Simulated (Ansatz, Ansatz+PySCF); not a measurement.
```xyz
4

O     0.0000    0.0000   -0.1085
H     0.0000    0.0000    0.8679
O    10.0000    0.0000   -0.1085
H    10.0000    0.0000    0.8679
```

Basis set: STO-3G (spherical functions). Left uncorrelated: 2 orbitals. Charge 0, multiplicity 3.

Computed with Ansatz (development build ahead of 0.2.0); each method stands on the lowest determinant of its kind that the runs found.

Question: Give the atomization energy at this shape (free ground-state atoms in the same class of orbitals less the molecule, no zero-point energy) of triplet H2O2 in separate pieces by UHF-CCSD(T), UHF-MP2, UHF, ROHF.

Answer:

```tsv
method	atomization energy
UHF-CCSD(T)	147.39 kcal/mol
UHF-MP2	136.21 kcal/mol
UHF	116.14 kcal/mol
ROHF	114.74 kcal/mol
```

This basis has no polarisation functions and is too small for such energies, which can lie far from measured ones in either direction.
